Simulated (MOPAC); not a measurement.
Input for MOPAC: PM3 on H6 ring, a point of a bond scan (R = 2.100 Å).

```
PM3 1SCF PRECISE CHARGE=0 THREADS=1
H6

H      2.10000000 1     0.00000000 1     0.00000000 1
H      1.05000000 1     1.81865335 1     0.00000000 1
H     -1.05000000 1     1.81865335 1     0.00000000 1
H     -2.10000000 1     0.00000000 1     0.00000000 1
H     -1.05000000 1    -1.81865335 1     0.00000000 1
H      1.05000000 1    -1.81865335 1     0.00000000 1
```

Program output:

```
*******************************************************************************
 **                                                                           **
 **                              MOPAC v23.2.5                                **
 **                                                                           **
 *******************************************************************************
 ** MOPAC's Digital Object Identifier: https://doi.org/10.5281/zenodo.6511958 **
 **                                                                           **
 ** Please cite the open-source release paper for use of this MOPAC version:  **
 ** J. E. Moussa and J. J. P. Stewart (2026)                                  **
 ** MOPAC: An open-source semiempirical molecular orbital program             **
 ** J. Open Source Softw., 11(119), 8025, https://doi.org/10.21105/joss.08025 **
 *******************************************************************************

                              PM3 CALCULATION RESULTS

 *******************************************************************************
 *  PM3        - The PM3 Hamiltonian to be used
 *
 *
 *
 *                 CHARGE ON SYSTEM = 0
 *
 *
 *
 *  PRECISE    - TIGHTER CRITERIA TO BE USED
 *  1SCF       - DO 1 SCF AND THEN STOP
 *  THREADS=1  - MULTI-THREADING NOT USED
 *  T=         - A TIME OF 172800.0 SECONDS REQUESTED
 *  DUMP=N     - RESTART FILE WRITTEN EVERY 7200.0 SECONDS REQUESTED
 *******************************************************************************
PM3 1SCF PRECISE CHARGE=0 THREADS=1
 H6

   ATOM   CHEMICAL          X               Y               Z
  NUMBER   SYMBOL      (ANGSTROMS)     (ANGSTROMS)     (ANGSTROMS)

     1       H          2.10000000  *   0.00000000  *   0.00000000  *
     2       H          1.05000000  *   1.81865335  *   0.00000000  *
     3       H         -1.05000000  *   1.81865335  *   0.00000000  *
     4       H         -2.10000000  *   0.00000000  *   0.00000000  *
     5       H         -1.05000000  *  -1.81865335  *   0.00000000  *
     6       H          1.05000000  *  -1.81865335  *   0.00000000  *



          CARTESIAN COORDINATES

    NO.       ATOM           X           Y           Z

     1         H          2.1000      0.0000      0.0000
     2         H          1.0500      1.8187      0.0000
     3         H         -1.0500      1.8187      0.0000
     4         H         -2.1000      0.0000      0.0000
     5         H         -1.0500     -1.8187      0.0000
     6         H          1.0500     -1.8187      0.0000

  H: (PM3): J. J. P. STEWART, J. COMP. CHEM. 10, 209 (1989).

           Empirical Formula: H6  =     6 atoms



      MOLECULAR POINT GROUP   :   D6h


      RHF CALCULATION, NO. OF DOUBLY OCCUPIED LEVELS = 3


 -------------------------------------------------------------------------------
 PM3 1SCF PRECISE CHARGE=0 THREADS=1
 H6



     1SCF WAS SPECIFIED, SO BFGS WAS NOT USED
     SCF FIELD WAS ACHIEVED


                              PM3 CALCULATION
                                                       MOPAC v23.2.5 Linux




          FINAL HEAT OF FORMATION =        411.32447 KCAL/MOL =    1720.98158 KJ/MOL


          COSMO AREA              =         97.05 SQUARE ANGSTROMS
          COSMO VOLUME            =         60.53 CUBIC ANGSTROMS

          IONIZATION POTENTIAL    =          9.249517 EV
          HOMO LUMO ENERGIES (EV) =         -9.250 -1.777
          NO. OF FILLED LEVELS    =          3
          MOLECULAR WEIGHT        =          6.0474         POINT GROUP:  D6h

          MOLECULAR DIMENSIONS (Angstroms)

            Atom       Atom       Distance
            H     5    H     2     4.20000
            H     3    H     1     3.63731
            H     1    H     2     0.00000


          SCF CALCULATIONS        =          1





   ATOM   CHEMICAL          X               Y               Z
  NUMBER   SYMBOL      (ANGSTROMS)     (ANGSTROMS)     (ANGSTROMS)

     1       H          2.10000000  *   0.00000000  *   0.00000000  *
     2       H          1.05000000  *   1.81865335  *   0.00000000  *
     3       H         -1.05000000  *   1.81865335  *   0.00000000  *
     4       H         -2.10000000  *   0.00000000  *   0.00000000  *
     5       H         -1.05000000  *  -1.81865335  *   0.00000000  *
     6       H          1.05000000  *  -1.81865335  *   0.00000000  *

                             CARTESIAN COORDINATES

   1    H        2.100000000     0.000000000     0.000000000
   2    H        1.050000000     1.818653350     0.000000000
   3    H       -1.050000000     1.818653350     0.000000000
   4    H       -2.100000000     0.000000000     0.000000000
   5    H       -1.050000000    -1.818653350     0.000000000
   6    H        1.050000000    -1.818653350     0.000000000


           Empirical Formula: H6  =     6 atoms



      MOLECULAR POINT GROUP   :   D6h


                  EIGENVALUES
 -12.02459  -9.24952  -9.24952  -1.77742  -1.77742   0.02117


              NET ATOMIC CHARGES AND DIPOLE CONTRIBUTIONS

  ATOM NO.   TYPE          CHARGE      No. of ELECS.   s-Pop
    1          H          -0.000000        1.0000     1.00000
    2          H           0.000000        1.0000     1.00000
    3          H           0.000000        1.0000     1.00000
    4          H          -0.000000        1.0000     1.00000
    5          H           0.000000        1.0000     1.00000
    6          H           0.000000        1.0000     1.00000
 DIPOLE           X         Y         Z       TOTAL
 POINT-CHG.    -0.000    -0.000     0.000     0.000
 HYBRID         0.000     0.000     0.000     0.000
 SUM           -0.000    -0.000     0.000     0.000


          ATOMIC ORBITAL ELECTRON POPULATIONS

     Atom    s
    1  H   1.00000
    2  H   1.00000
    3  H   1.00000
    4  H   1.00000
    5  H   1.00000
    6  H   1.00000

 **********************
 *                    *
 * JOB ENDED NORMALLY *
 *                    *
 **********************




 == MOPAC DONE ==
```

The run finished.

Cost: roughly 0.020 core-seconds.
